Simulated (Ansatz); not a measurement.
Two isomers of C3H7FOSi: A = `C/C([SiH3])=C(/O)F`, B = `C=C(F)O[SiH2]C`.

Computed with Ansatz on PBE0-D4/def2-TZVP structures; ΔE is electronic, products minus reactants. CCSD(T)/CBS adds triple-zeta CCSD(T) − MP2 to the extrapolated MP2 energy (def2 sets, frozen cores). Functionals use def2-TZVPP. B3LYP here is the variant with VWN-RPA as its local correlation; programs differ in this. One conformer a species, not always the lowest.

Question: Which isomer does CCSD(T)/CBS put lower? Give the gap. (Estimate.)

Answer: The calculation gave: B, by 125.0 kJ/mol.

Question: Give E(B) − E(A) in kJ/mol with r2SCAN-D4, MP2/def2-TZVPP, B2PLYP, PBE0-D4, CCSD/def2-TZVPP, B3LYP-D4, HF/def2-TZVPP. (An estimate is asked.)

Answer: The calculation gave: r2SCAN-D4 -122.6, MP2/def2-TZVPP -123.5, B2PLYP -129.2, PBE0-D4 -113.0, CCSD/def2-TZVPP -127.7, B3LYP-D4 -126.9, HF/def2-TZVPP -144.4. None reverses the order clearly.

Largest T1 diagnostic: 0.012.

In def2-TZVPP, CCSD(T) changes the Hartree–Fock value by +20.9 kJ/mol (the triples alone add +4.2 kJ/mol) and MP2 by +20.8 kJ/mol. The D4 term adds +3.2 kJ/mol with B3LYP and +1.6 kJ/mol with PBE0; it sums over pairs of atoms, weighted by their polarisabilities, and B3LYP, whose exchange is more repulsive, gets the larger term.
